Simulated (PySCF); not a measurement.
C₃H₃F₃, SMILES C=C(F)C(F)F. Geometry optimised at PBE0-D3(BJ)/def2-SVP. The values are those of a single conformer.

Q: Give the equilibrium geometry at PBE0-D3(BJ)/def2-SVP (PySCF confirms it by a frequency run) as a Z-matrix. (The exact figures need the calculation; the answer reports its results.)

A: One answer among several that fit: 
```
C
C 1 1.3251
F 1 1.3311 2 122.87
H 2 1.0891 1 119.42 3 179.69
H 2 1.0909 4 119.95 1 -179.86
C 1 1.5014 2 126.21 4 0.39
F 6 1.3447 1 110.24 2 2.06
F 6 1.3495 7 108.60 1 120.28
H 6 1.1055 7 109.04 8 117.35
```
